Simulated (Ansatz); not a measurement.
Program: Ansatz. Geometries: PBE0-D4/def2-TZVP. ΔE: electronic, gas phase. CBS: MP2 limit from def2 TZ/QZ plus the TZ coupled-cluster correction, frozen cores. DFT in def2-TZVPP. B3LYP here is the variant with VWN-RPA as its local correlation; programs differ in this. One conformer a species, not always the lowest.

Reaction (cleavage of the B–Si bond): `B[SiH](B)F` + `CC(N)O` → `BNC(C)O` + `B[SiH2]F`

Question: Is it downhill or uphill in electronic energy at CCSD(T)/CBS, and by how much? (An estimate is asked.)

Answer: Computed: Downhill: ΔE = -1.79 eV.

Question: What do these levels give: r2SCAN-D4, PBE0-D4, ωB97M-V, B2PLYP, PBE, B3LYP, HF/def2-TZVPP, SCS-MP2/def2-TZVPP, CCSD(T)/def2-TZVPP, MP2/def2-QZVPP, MP2/CBS(def2), CCSD/CBS(def2)? (Estimate.)

Answer: Ansatz gave: r2SCAN-D4 -1.75, PBE0-D4 -1.74, ωB97M-V -1.83, B2PLYP -1.84, PBE -1.70, B3LYP -1.80, HF/def2-TZVPP -1.81, SCS-MP2/def2-TZVPP -1.88, CCSD(T)/def2-TZVPP -1.81, MP2/def2-QZVPP -1.88, MP2/CBS(def2) -1.87, CCSD/CBS(def2) -1.78 eV.

Largest T1 diagnostic among the species: 0.013.

From PBE to PBE0 (25 % exact exchange), in def2-TZVPP and without D4, ΔE moves by −0.03 eV.
